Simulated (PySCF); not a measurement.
C4H9FSi, SMILES C[C@H]1C[C@@]1(F)[SiH3].

Geometry optimised at B3LYP-D3(BJ)/def2-SVP. The structure was generated by enumeration; whether it is a known compound was not checked.

The numbers are results of PBE/def2-TZVP in PySCF, not measurements.

Gas-phase values at a fixed geometry.

The total energy comes out as -546.77574 hartree and the highest occupied level is -6.52 eV. The lowest empty level is -0.16 eV, the orbital gap comes out as 6.36 eV and the dipole moment comes out as 1.67 D. The quadrupole, principal values (traceless, Buckingham form, about the centre of nuclear charge) comes out as -3.43, 1.56, 1.87 D·Å and the mean static polarisability comes out as 76.1 bohr³ (11.28 Å³). The polarisability, principal values is 68.2, 75.0, 85.2 bohr³.
